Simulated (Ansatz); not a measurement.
AlF3 (SMILES [F][Al]([F])[F]), singlet, at a GFN2-xTB geometry (such geometries of metal compounds can be far from the true shape). Base run: CCSD(T)/6-31G (Ansatz, an electronic-structure program).

The Ansatz input:
Ansatz 0.2 input:
```yaml
crystal:
  periodic: [false, false, false]
  atoms:
    - {symbol: Al, position_ang: [0.00000000, -0.00000000, -0.00000000]}
    - {symbol: F, position_ang: [-0.02093275, 1.63085400, 0.03791596]}
    - {symbol: F, position_ang: [1.42318261, -0.79710311, -0.02717492]}
    - {symbol: F, position_ang: [-1.40224986, -0.83375089, -0.01074104]}
basis:
  gaussian:
    orbitals: 6-31G
magnetization: {spin_polarized: false}
correlation: {method: ccsd_t}
```

The base run was repeated with changes; each row names its change, and settings that it needs were set with it.

```csv
change,ΔE vs base (kcal/mol),MP2 correlation (Eh),CC correlation without the perturbative part (Eh),basis functions
base,0.000,-0.40459,-0.40089,40
diis_vectors = 2,0.000,-0.40459,-0.40089,40
method = bccd,4.05,-0.40459,-0.39922,40
reference functional = pbe0,0.85,-,-0.41826,40
electrons = outside_noble_gas,0.000,-0.40459,-0.40089,40
method = rpa,4.10,-,-,40
lower_state_search = off,0.000,-0.40459,-0.40089,40
electrons = all,-3.92,-0.41121,-0.40701,40
method = ccsd,3.00,-0.40459,-0.40089,40
diis_vectors = 4,0.000,-0.40459,-0.40089,40
```
